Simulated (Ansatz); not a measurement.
Two isomers of C3H4F4: A = `FCCC(F)(F)F`, B = `FCC(F)C(F)F`.

Computed with Ansatz on PBE0-D4/def2-TZVP structures; ΔE is electronic, products minus reactants. CBS: MP2 limit from def2 TZ/QZ plus the TZ coupled-cluster correction, frozen cores. Functionals use def2-TZVPP. B3LYP here is the variant with VWN-RPA as its local correlation; programs differ in this. Each species was taken in one conformer, which may not be the lowest.

A:

Z-matrix (Å, degrees):
```
C
C 1 1.513
F 1 1.380 2 108.5
H 1 1.093 2 111.4 3 -118.9
H 1 1.093 2 111.4 3 118.9
C 2 1.504 1 112.6 3 -179.8
H 2 1.092 1 110.2 3 59.9
H 2 1.092 1 110.1 3 -59.5
F 6 1.337 2 111.3 1 -179.9
F 6 1.342 2 111.9 1 -59.9
F 6 1.342 2 111.9 1 60.1
```

B:

Z-matrix (Å, degrees):
```
C
C 1 1.505
F 1 1.376 2 109.5
H 1 1.092 2 110.3 3 -119.5
H 1 1.094 2 109.8 3 119.3
C 2 1.517 1 112.6 3 -166.4
F 2 1.377 1 110.4 3 73.4
H 2 1.095 1 109.8 3 -45.7
F 6 1.354 2 110.7 1 -48.7
F 6 1.355 2 109.1 1 69.7
H 6 1.094 2 111.8 1 -169.5
```

Q: Which isomer does CCSD(T)/CBS put lower? Give the gap. (Estimate.)

A: Computed: A, by 15.8 kcal/mol.

Q: Give E(B) − E(A) in kcal/mol with LDA (SPW92), r2SCAN-D4, B3LYP, PBE-D4, CCSD(T)/def2-TZVPP, CCSD/def2-TZVPP, HF/def2-TZVPP. (Estimate.)

A: Computed: LDA (SPW92) 17.5, r2SCAN-D4 17.0, B3LYP 14.8, PBE-D4 15.6, CCSD(T)/def2-TZVPP 16.1, CCSD/def2-TZVPP 16.0, HF/def2-TZVPP 16.1. None reverses the order clearly.

Q: Does the order hold for the free energy at 298.15 K (harmonic terms from PBE0-D4)? (An estimate is asked.)

A: The calculation gave: Yes: G(B) − G(A) = +15.9 kcal/mol, for one conformer each.

Largest T1 diagnostic: 0.011.

From PBE to PBE0 (25 % exact exchange), in def2-TZVPP and without D4, E(B) − E(A) moves by +0.8 kcal/mol. At CCSD(T), def2-SVP lies +2.7 kcal/mol from the extrapolated value and def2-TZVPP +0.3 kcal/mol.
